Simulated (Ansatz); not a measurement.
```yaml
crystal:
  periodic: [false, false, false]
  atoms:
    - {symbol: Si, position_ang: [-1.581945, 1.453095, -0.129610]}
    - {symbol: Si, position_ang: [1.043827, 0.243374, -0.528823]}
    - {symbol: N, position_ang: [1.946418, -0.851688, 1.054662]}
    - {symbol: Si, position_ang: [1.053982, -2.773787, 0.209761]}
    - {symbol: H, position_ang: [-2.276238, 0.808126, 1.466282]}
    - {symbol: H, position_ang: [-2.723195, 1.043884, -1.537071]}
    - {symbol: H, position_ang: [-1.418647, 3.304938, -0.029399]}
    - {symbol: H, position_ang: [2.198704, 1.134240, -1.678733]}
    - {symbol: H, position_ang: [1.827861, -0.545421, 2.270529]}
    - {symbol: H, position_ang: [-0.826852, -2.397210, 0.502239]}
    - {symbol: H, position_ang: [0.837834, -1.490678, -1.573963]}
basis:
  gaussian: {orbitals: aug-pcseg-2, fitting: {mean_field: def2-universal-jkfit}, nuclear_model: gaussian}
total_charge: -1
magnetization: {spin_polarized: true, initial_magnetization: 1}
hamiltonian: {xc: {name: HF}}
correlation: {method: mp2, frozen_orbitals: {Si: 9}}
scf: {lower_state_search: light}
```

```sh
$ ansatz run in.yaml --threads 4 --pin off --events-out ev --progress --plain --max-ram 10444MiB
```

It prints (some lines left out):

```
Functional definition: HF
Error: "frozen_orbitals" has no count for N
```

(1) What is wrong with this run?

## Answers

(1) Frozen orbitals are typed for one element alone, and the program wants a count for each. The program refused the input.
